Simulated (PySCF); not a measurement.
Bonding in `C=Cc1scpc1C`

C6H7PS.
Numbering: `[CH2:1]=[CH:2][c:3]1[s:4][cH:5][p:6][c:7]1[CH3:8]` (hydrogens: H9, H10 on C1; H11 on C2; H12 on C5; H13, H14, H15 on C8)

Cartesian coordinates in Å at the GFN2-xTB level; atoms count from 1:
```xyz
15
C6H7PS angstrom
C     -2.1157   -1.5934   -0.1036
C     -1.4072   -0.4687   -0.0835
C      0.0343   -0.3992   -0.0431
S      0.9550   -1.8718   -0.1218
C      2.4809   -1.1079   -0.0344
P      2.5394    0.5901    0.0838
C      0.7723    0.7531    0.0518
C      0.1517    2.1166    0.1355
H     -1.6443   -2.5621   -0.0848
H     -3.1909   -1.5803   -0.1366
H     -1.9137    0.4866   -0.0969
H      3.3417   -1.7525   -0.0590
H     -0.4380    2.3318   -0.7558
H      0.9315    2.8708    0.2218
H     -0.5014    2.1950    1.0046
```

Bond orders from the PBE0/pcSseg-1 density (PySCF). Geometry: GFN2-xTB, one conformer, isolated molecule.

(1) Where do the orders between heavy atoms depart from those drawn in the SMILES?

(2) Give the Mayer order of every bond, beside its length.

## Answers

(1) The largest departure is 0.357, at C3–S4 (drawn aromatic, 1.143), counting aromatic bonds as 1.5. The bonds drawn aromatic range from 1.14 to 1.51.

(2) 
```csv
bond,drawn as,length (Å),Mayer order
C1–C2,double,1.329,1.916
C2–C3,single,1.444,1.117
C3–S4,aromatic,1.738,1.143
S4–C5,aromatic,1.709,1.181
C5–P6,aromatic,1.703,1.454
P6–C7,aromatic,1.775,1.149
C7–C8,single,1.500,1.094
C7–C3,aromatic,1.372,1.506
C1–H9,single,1.078,0.945
C1–H10,single,1.076,0.941
C2–H11,single,1.081,0.943
C5–H12,single,1.076,0.941
C8–H13,single,1.090,0.942
C8–H14,single,1.088,0.945
C8–H15,single,1.090,0.944
```

By pair of heavy elements: C–C: lowest C7–C8 (1.094, 1.500 Å), highest C1–C2 (1.916, 1.329 Å). C–S: lowest C3–S4 (1.143, 1.738 Å), highest S4–C5 (1.181, 1.709 Å). C–P: lowest P6–C7 (1.149, 1.775 Å), highest C5–P6 (1.454, 1.703 Å).

Question: Sum the orders of all bonds at each heavy atom with more than one neighbour and set the sums beside the valence in the SMILES.

Answer: C1 3.802 (drawn 4), C2 3.976 (drawn 4), C3 3.766 (drawn 4), S4 2.324 (drawn 2), C5 3.576 (drawn 4), P6 2.603 (drawn 3), C7 3.749 (drawn 4), C8 3.925 (drawn 4). Orders between atoms that aren't bonded are not in these sums.

Mayer orders depend on the basis set.

These values come from a run that also computed NMR shieldings. The run took 30 s of wall time on one thread, Arm Neoverse V1 (aarch64), no GPU, shared host with 32 logical CPUs at a one-minute load of 14, and the process peaked at 0.86 GiB of memory.
